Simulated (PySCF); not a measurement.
**Dipole response of Ta (tantalum, neutral)**

[Xe] 4f14 5d3 6s2, high-spin 4F determinant. Computed with PySCF 2.14 in aug-cc-pwCVTZ-PP with ECP60MDF (8s8p7d4f3g, 122 functions), with scalar relativity through the core potential. Coupled (time-dependent) response in atomic units; α is the mean over directions.

| method | mean α (bohr³) | C₆ (like pair) | S(−4) |
| --- | --- | --- | --- |
| PBE0 | 86.85 | 1126 | 2984 |

S(−4) is the Cauchy moment in α(ω) = α(0) + S(−4) ω² + …

Reference α: 74 ± 20 bohr³ (recommended; Schwerdtfeger and Nagle, table of static dipole polarizabilities (2023 update)). Published C₆: 887.0 (Gould and Bucko (2016)).

Spin-orbit coupling is absent.

α(iu) at PBE0:

```csv
u (hartree),α(iu) (bohr³)
0,86.85
0.0500,80.16
0.100,66.09
0.200,41.47
0.300,27.51
0.500,15.00
0.750,8.956
1.00,6.139
1.50,3.521
2.00,2.311
3.00,1.214
5.00,0.4972
```

A single London oscillator, α(iu) = α/(1 + u²/ω²), gives C₆ = (3/4) ω α². Matching the computed C₆ needs ω = 4 × 1126 / (3 × 86.85²) = 0.199 hartree.

Energies and moments cover only the electrons outside the core potential. Spin-orbit coupling, absent here, splits the open shell strongly.
